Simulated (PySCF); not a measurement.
Compound: C4H12O3Si.
Bonds: C1–O2, O2–C3, C3–Si4, Si4–O5, O5–C6, Si4–O7, O7–C8. Hydrogens: H9, H10, H11 on C1; H12, H13 on C3; H14 on Si4; H15, H16, H17 on C6; H18, H19, H20 on C8.

The same species was optimised twice, with GFN2-xTB and with PBE0-D3(BJ)/def2-SVP (PySCF), and the same property calculations (PySCF, gas phase) were run on both structures.

| coordinate | GFN2-xTB | PBE0-D3(BJ)/def2-SVP | change |
| --- | --- | --- | --- |
| Si4–O5 (Å) | 1.623 | 1.658 | +0.035 |
| Si4–O7 (Å) | 1.616 | 1.650 | +0.034 |
| C3–Si4 (Å) | 1.901 | 1.878 | -0.023 |
| O2–C3 (Å) | 1.420 | 1.405 | -0.015 |
| C1–O2 (Å) | 1.403 | 1.393 | -0.010 |
| O5–C6 (Å) | 1.403 | 1.401 | -0.002 |
| O7–C8 (Å) | 1.400 | 1.401 | +0.001 |
| Si4–O5–C6 (°) | 128.6 | 125.9 | -2.7 |
| Si4–O7–C8 (°) | 127.6 | 125.6 | -2.0 |
| C3–Si4–O7 (°) | 104.6 | 105.8 | +1.2 |
| C3–Si4–O5 (°) | 112.4 | 111.2 | -1.2 |
| O2–C3–Si4 (°) | 106.0 | 106.8 | +0.8 |
| C1–O2–C3 (°) | 113.0 | 113.8 | +0.8 |
| O5–Si4–O7 (°) | 107.2 | 107.4 | +0.2 |
| C1–O2–C3–Si4 (°) | -178 | 179 | -3 |
| O2–C3–Si4–O5 (°) | -56 | -63 | -7 |
| C3–Si4–O5–C6 (°) | 56 | 71 | +15 |
| C3–Si4–O7–C8 (°) | 176 | 173 | -3 |

Rotational constants: A = 2588, B = 1003, C = 761.5 MHz (GFN2-xTB) against A = 2505, B = 998.9, C = 752.0 MHz (PBE0-D3(BJ)/def2-SVP). Point groups within 0.08 Å: C1 and C1. Atoms that the bonding makes alike are paired by their places after alignment.

On the GFN2-xTB structure: HOMO (eV) -7.42 [PBE0/pcSseg-1]; LUMO (eV) 1.23 [PBE0/pcSseg-1]; dipole (D) 0.63 [PBE0/pcSseg-1]; GIAO shielding of C1 (ppm) 121.4 [PBE0/pcSseg-1]; GIAO shielding of O2 (ppm) 339.4 [PBE0/pcSseg-1]; GIAO shielding of C3 (ppm) 115.9 [PBE0/pcSseg-1]; GIAO shielding of Si4 (ppm) 385.7 [PBE0/pcSseg-1]; GIAO shielding of O5/O7 (mean) (ppm) 315.6 [PBE0/pcSseg-1]; GIAO shielding of C6/C8 (mean) (ppm) 134.4 [PBE0/pcSseg-1].

**Question.** What do these properties become on the PBE0-D3(BJ)/def2-SVP structure?

**Answer.** 
```json
{"property": "HOMO (eV)", "level": "PBE0/pcSseg-1", "on GFN2-xTB": "-7.42", "on PBE0-D3(BJ)/def2-SVP": "-7.49", "change": "-0.07"}
{"property": "LUMO (eV)", "level": "PBE0/pcSseg-1", "on GFN2-xTB": "1.23", "on PBE0-D3(BJ)/def2-SVP": "1.19", "change": "-0.04"}
{"property": "dipole (D)", "level": "PBE0/pcSseg-1", "on GFN2-xTB": "0.63", "on PBE0-D3(BJ)/def2-SVP": "0.68", "change": "+0.05"}
{"property": "energy, GFN2-xTB geometry as zero (kcal/mol)", "level": "PBE0/pcSseg-1", "on GFN2-xTB": "0.0", "on PBE0-D3(BJ)/def2-SVP": "-1.6", "change": "-1.6"}
{"property": "GIAO shielding of C1 (ppm)", "level": "PBE0/pcSseg-1", "on GFN2-xTB": "121.4", "on PBE0-D3(BJ)/def2-SVP": "121.0", "change": "-0.4"}
{"property": "GIAO shielding of O2 (ppm)", "level": "PBE0/pcSseg-1", "on GFN2-xTB": "339.4", "on PBE0-D3(BJ)/def2-SVP": "342.5", "change": "+3.1"}
{"property": "GIAO shielding of C3 (ppm)", "level": "PBE0/pcSseg-1", "on GFN2-xTB": "115.9", "on PBE0-D3(BJ)/def2-SVP": "118.7", "change": "+2.8"}
{"property": "GIAO shielding of Si4 (ppm)", "level": "PBE0/pcSseg-1", "on GFN2-xTB": "385.7", "on PBE0-D3(BJ)/def2-SVP": "373.2", "change": "-12.5"}
{"property": "GIAO shielding of O5/O7 (mean) (ppm)", "level": "PBE0/pcSseg-1", "on GFN2-xTB": "315.6", "on PBE0-D3(BJ)/def2-SVP": "310.4", "change": "-5.2"}
{"property": "GIAO shielding of C6/C8 (mean) (ppm)", "level": "PBE0/pcSseg-1", "on GFN2-xTB": "134.4", "on PBE0-D3(BJ)/def2-SVP": "132.4", "change": "-2.0"}
```

The heavy atoms differ by 0.080 Å rms after alignment. Among the bonds compared Si4–O5 and Si4–O7 change most and about equally (+0.034 to +0.035 Å). Changes are differences of the printed values. Neither structure is proved a minimum here.

Shape of the structure used: `[CH3:1][O:2][CH2:3][SiH:4]([O:5][CH3:6])[O:7][CH3:8]`: C1–O2–C3–Si4 179°, O2–C3–Si4–O5 -63°, C3–Si4–O5–C6 71°, C3–Si4–O7–C8 173°.
